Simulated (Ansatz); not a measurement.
```yaml
crystal:
  periodic: [false, false, false]
  atoms:
    - {symbol: F, position_ang: [-0.799239, 1.311089, 0.670309]}
    - {symbol: C, position_ang: [0.097708, 0.514174, 0.908197]}
    - {symbol: Al, position_ang: [0.083090, -0.751502, -0.800734]}
    - {symbol: I, position_ang: [-1.446191, -0.083634, -2.507391]}
    - {symbol: H, position_ang: [0.008166, -0.171158, 1.855976]}
    - {symbol: H, position_ang: [1.146061, 0.705749, 1.051801]}
    - {symbol: H, position_ang: [0.961766, -2.017328, -0.785228]}
basis:
  gaussian: {orbitals: def2-SVP}
total_charge: 1
magnetization: {spin_polarized: true, initial_magnetization: 2}
hamiltonian: {xc: {name: PBE}, dispersion: d3bj}
output: {forces: true}
```

```sh
$ ansatz run in.yaml --threads 2 --pin off --events-out ev --progress --plain --max-ram 4352MiB
```

**Question.** How does Ansatz answer? (Estimate.)

**Answer.** The calculation gave: The input was rejected before any iteration.
```
Error: a molecule whose nuclei and cores have a total charge of 56 cannot have a net charge of 1 together with 2 unpaired electrons
```
